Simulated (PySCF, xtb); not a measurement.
Cl2I, SMILES Cl[I-]Cl, charge -1.

GFN2-xTB (xtb 6.7.1) at its own geometry gives an orbital gap of 3.20 eV.

The structure is a stationary point at B3LYP-D3(BJ)/def2-SVPD. The def2 effective core potentials stand for the cores of I; spin–orbit coupling is left out.

Task: What does PBE0/def2-TZVPD (PySCF) give? (An estimate is asked for; the answer gives what the named calculation found.)

Result: gap 4.49 eV (levels -2.89 and 1.60 eV).
